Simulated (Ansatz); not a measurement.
Computed with Ansatz on PBE0-D4/def2-TZVP structures; ΔE is electronic, products minus reactants. CCSD(T)/CBS adds triple-zeta CCSD(T) − MP2 to the extrapolated MP2 energy (def2 sets, frozen cores). This one scheme is used for every species. Functionals use def2-TZVPP. For Ge outer-core shells are correlated without core-valence functions, which leaves a few kJ/mol of doubt a bond. Scalar relativity is left out up to krypton. Each species was taken in one conformer, which may not be the lowest.

`C[NH][GeH]([F])[Cl]` + `N=C=O` → `O=C=[N][GeH]([F])[Cl]` + CH₃NH₂  (ligand exchange at a Ge–N bond)

```csv
level,ΔE (kJ/mol)
BLYP-D4,-19.5
r2SCAN0-D4,-24.7
ωB97M-V,-23.8
MP2/def2-QZVPP,-25.0
```

(1) What does CCSD(T)/CBS give? (Estimate.)

(2) What do rigid-rotor, harmonic-oscillator terms from PBE0-D4/def2-TZVP frequencies (298.15 K, 1 bar) make of the CCSD(T)/CBS value? (Estimate.)

Largest T1 diagnostic among the species: 0.018.

## Answers

(1) Computed: -23.1 kJ/mol. The listed levels differ from it by 3.6, -1.6, -0.7, -1.9 kJ/mol.

(2) Ansatz gave: ΔZPE = +5.5 kJ/mol, ΔH = -18.0 kJ/mol, ΔS = 9 J/(mol·K), ΔG = -20.7 kJ/mol. Modes under 50 cm⁻¹ make the entropy rough.

Leaving LDA and LC-ωPBE aside and taking each functional with its dispersion term where it has one, the values, not all of them listed here, spread over 9.6 kJ/mol, from BHLYP-D4 to PBE-D4. LDA lies +7.1 kJ/mol from PBE without D4. In def2-TZVPP, CCSD(T) changes the Hartree–Fock value by +13.1 kJ/mol (the triples alone add +1.5 kJ/mol) and MP2 by +12.4 kJ/mol. From PBE to PBE0 (25 % exact exchange), in def2-TZVPP and without D4, ΔE moves by −4.3 kJ/mol.
